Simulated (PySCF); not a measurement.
C6H17NSi: full NMR table

```
Formula                               : C6H17NSi
SMILES                                : CN(C)[SiH2]C(C)(C)C
Point group of the computed structure : C1
Degrees of unsaturation               : 0
Carbon signals                        : 3
Proton signals                        : 3
```

Atoms are numbered as in `[CH3:1][N:2]([CH3:3])[SiH2:4][C:5]([CH3:6])([CH3:7])[CH3:8]`. Hydrogens are named by the atom that carries them.

Theory: NMR shieldings at PBE0/pcSseg-1/GIAO, GFN2-xTB structure, in PySCF 2.14 (rapidly exchanging positions averaged, one conformer, relativity neglected, in vacuum).

Referencing at the same level of theory: $^{1}$H (σref 31.72) and $^{13}$C (σref 186.93) and $^{29}$Si (σref 349.16) against TMS; NH3 for $^{15}$N (σref 267.73).

| carbon | δC, type | δH (multiplicity) | HMBC from (2–3 bonds) | span of the C tensor (ppm) |
| --- | --- | --- | --- | --- |
| C1/C3 | 42.0, CH3 | 2.61 (s) | H(Si4), H(C1)/H(C3) | 62 |
| C5 | 20.2, C | – | H(Si4), H(C6)/H(C7)/H(C8) | 8 |
| C6/C7/C8 | 29.3, CH3 | 1.06 (s) | H(Si4), H(C6)/H(C7)/H(C8) | 45 |

Other nuclei:
```tsv
atoms	nucleus	environment	δ (ppm)	σ (ppm)
H(Si4)	$^{1}$H	hydrogen on a silicon bonded to C, N	4.42	27.30
Si4	$^{29}$Si	silicon bonded to C, N, 2 H	-12.7	361.9
N2	$^{15}$N	nitrogen bonded to 2 C, Si	17.8	249.9
```

Carbon types of the structure: 1 × C, 5 × CH3, leaving 2 H on heteroatoms. δC 42.0: methyl carbon bonded to N; the inductive effect lowers its shielding. δC 29.3: methyl carbon; saturated and bonded to C and H only. δH 4.42: hydrogen on a silicon bonded to C, N. δH 2.61: hydrogen on a methyl carbon bonded to N; its carbon carries N, hence the downfield position. δH 1.06: hydrogen on a methyl carbon.

Shifts are as computed. Against solution values, carbons near 30 ppm lie about +3 ppm off and those near 130 ppm about +5 ppm. Of 1211 compounds with measured shifts, 218 miss one by over three times the rms of a fit or turn the order of signals round; such compounds aren't used in these exercises. Experimental scales use liquid or dissolved standards, which lie at an offset from isolated NH3 (liquid NH3: subtract about 20 ppm). Multiplicities follow the n + 1 count of equivalent neighbours, as no J values were calculated; m marks all less simple cases, F and P coupling included.
